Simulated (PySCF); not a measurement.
**Vibration and rotation of Be₂**

RHF-CCSD(T) constants of Be₂, ¹Σg⁺ (singlet), closed shell (PySCF, no relativity, basis sets Be 6-311G(d,p); masses 9.0122 and 9.0122 u):

* ωe: 175.3 cm⁻¹
* ωexe: 34.1 cm⁻¹
* Be: 0.55883 cm⁻¹
* αe: 0.0648 cm⁻¹
* D (centrifugal): 2.27e-05 cm⁻¹
* De to Be + Be: 0.008 eV

Problem. Give the vibrational terms G(v) and spacings up to v = 2.

Solution. G(v) = ωe(v+½) − ωexe(v+½)².

```json
{"v": "0", "G(v) (cm⁻¹)": "79", "G(v) − G(v−1)": "", "Bv (cm⁻¹)": "0.5264"}
{"v": "1", "G(v) (cm⁻¹)": "186", "G(v) − G(v−1)": "107", "Bv (cm⁻¹)": "0.4616"}
{"v": "2", "G(v) (cm⁻¹)": "225", "G(v) − G(v−1)": "39", "Bv (cm⁻¹)": "0.3968"}
```

Correlated steps freeze no core orbitals. The bond is weak. Basis-set superposition, not corrected here, can be much of De in a small basis, most of all at correlated wavefunction levels.
